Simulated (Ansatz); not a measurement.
`[SiH3][SiH2][O][SnH3]` + `CSS` → `CSS[SiH2][SiH3]` + `[OH][SnH3]`  (ligand exchange at the Si–O bond)

Computed with Ansatz on PBE0-D4/def2-TZVP structures; ΔE is electronic, products minus reactants. CCSD(T)/CBS is the MP2 limit (def2-TZVPP, def2-QZVPP) plus CCSD(T) − MP2 in def2-TZVPP, frozen cores. Functionals use def2-TZVPP. def2 core potentials past Kr. For Sn outer-core shells are correlated without core-valence functions, which leaves a few kJ/mol of doubt a bond. Each species was taken in one conformer, which may not be the lowest.

| level | ΔE (kJ/mol) | difference from CCSD(T)/CBS |
| --- | --- | --- |
| r2SCAN-D4 | 36.2 | -3.1 |
| PBE0-D4 | 28.9 | -10.4 |
| B2PLYP | 45.9 | 6.6 |
| r2SCAN | 37.6 | -1.7 |
| CCSD/def2-TZVPP | 48.3 | 9.0 |
| CCSD(T)/def2-TZVPP | 42.9 | 3.6 |
| HF/def2-QZVPP | 71.1 | 31.8 |
| SCS-MP2/def2-QZVPP | 44.4 | 5.1 |
| HF/CBS(def2) | 71.4 | 32.1 |
| CCSD/CBS(def2) | 44.7 | 5.4 |
| CCSD(T)/CBS | 39.3 | 0 |

Largest T1 diagnostic among the species: 0.014.

The D4 term adds −8.6 kJ/mol with B3LYP and −4.7 kJ/mol with PBE0; it sums over pairs of atoms, weighted by their polarisabilities, and B3LYP, whose exchange is more repulsive, gets the larger term. From PBE to PBE0 (25 % exact exchange), in def2-TZVPP and without D4, ΔE moves by +5.6 kJ/mol.

B3LYP here is the variant with VWN-RPA as its local correlation; programs differ in this.
